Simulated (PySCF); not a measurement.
Two species compared at the same levels of theory.

First species: C6H12Si.
Z-matrix (Å and degrees, GFN2-xTB geometry), rows numbered from 1:
```
C 
C   1  1.5246
C   2  1.5267  1  112.08
Si  3  1.9043  2  113.24  1   178.28
C   4  1.8890  3  109.19  2    61.00
C   5  1.5129  4  121.95  3  -154.72
C   6  1.2927  5   64.79  4   106.91
H   1  1.0884  2  110.50  3   -59.85
H   1  1.0882  2  110.76  3  -179.93
H   1  1.0883  2  110.56  3    59.94
H   2  1.0921  1  109.20  3  -121.38
H   2  1.0926  1  109.13  3   121.31
H   3  1.0916  2  108.85  1    56.26
H   3  1.0922  2  108.90  1   -59.16
H   4  1.4697  3  109.14  2  -178.48
H   4  1.4688  3  109.88  2   -58.21
H   5  1.0929  4  115.53  3    55.40
H   6  1.0613  5  144.15  7   179.74
H   7  1.0616  5  144.18  6  -179.91
```

Second species: C6H12Si.
SMILES: `C#C[C@H](C)C[SiH2]C`

Levels: B3LYP/def2-SVPD for dipole moment, HOMO energy, LUMO energy, HOMO–LUMO gap, static isotropic polarisability and electronic spatial extent ⟨r²⟩ about the centre of nuclear charge; TDDFT B3LYP/def2-SVPD for lowest singlet excitation; TDA B3LYP/def2-SVPD for lowest triplet excitation (Tamm–Dancoff); GFN2-xTB for rotational constant A and rotational constant C. Geometries: GFN2-xTB. Each species is one conformer at its optimised geometry, gas phase, non-relativistic unless stated. Electronic properties by PySCF.

Dipoles, sizes and rotational constants follow the conformer. The torsions of the flexible species, by atom-mapped SMILES:
- `[CH3:1][CH2:2][CH2:3][SiH2:4][CH:5]1[CH:6]=[CH:7]1`: C1–C2–C3–Si4 178°, C2–C3–Si4–C5 61°, C3–Si4–C5–C6 -155°
- `[CH:1]#[C:2][C@H:3]([CH3:4])[CH2:5][SiH2:6][CH3:7]`: C2–C3–C5–Si6 -65°, C3–C5–Si6–C7 -179°

Values for the first species:

```
Dipole moment                                                     : 0.89 D
HOMO energy                                                       : -6.55 eV
LUMO energy                                                       : -0.53 eV
HOMO–LUMO gap                                                     : 6.02 eV
Lowest singlet excitation                                         : 5.29 eV
Lowest triplet excitation (Tamm–Dancoff)                          : 3.67 eV
Static isotropic polarisability                                   : 96.3 au
Electronic spatial extent ⟨r²⟩ about the centre of nuclear charge : 1337 bohr²
Rotational constant A                                             : 4.077 GHz
Rotational constant C                                             : 0.905 GHz
```

Q: Estimate the same properties for the second species, and the change in each.

A: 
```json
{"property": "dipole moment", "first": "0.89 D", "second": "0.98 D", "second less first": "+0.09 D"}
{"property": "HOMO energy", "first": "-6.55 eV", "second": "-7.44 eV", "second less first": "-0.89 eV"}
{"property": "LUMO energy", "first": "-0.53 eV", "second": "0.26 eV", "second less first": "+0.79 eV"}
{"property": "HOMO–LUMO gap", "first": "6.02 eV", "second": "7.70 eV", "second less first": "+1.68 eV"}
{"property": "lowest singlet excitation", "first": "5.29 eV", "second": "6.58 eV", "second less first": "+1.29 eV"}
{"property": "lowest triplet excitation (Tamm–Dancoff)", "first": "3.67 eV", "second": "5.52 eV", "second less first": "+1.85 eV"}
{"property": "static isotropic polarisability", "first": "96.3 au", "second": "97.8 au", "second less first": "+1.5 au"}
{"property": "electronic spatial extent ⟨r²⟩ about the centre of nuclear charge", "first": "1337 bohr²", "second": "1317 bohr²", "second less first": "-20 bohr²"}
{"property": "rotational constant A", "first": "4.077 GHz", "second": "3.512 GHz", "second less first": "-0.565 GHz"}
{"property": "rotational constant C", "first": "0.905 GHz", "second": "0.932 GHz", "second less first": "+0.027 GHz"}
```

On the first: The principal polarisabilities are 80.0, 95.6 and 113.3 au; their mean is the isotropic value. The polarisability is 14.27 Å³ as a volume (1 au = 0.148185 Å³), or 1.55 au for each of the 62 electrons.

On the second: The vertical singlet–triplet gap S1 − T1 is 1.06 eV (TDDFT singlet less Tamm–Dancoff triplet).
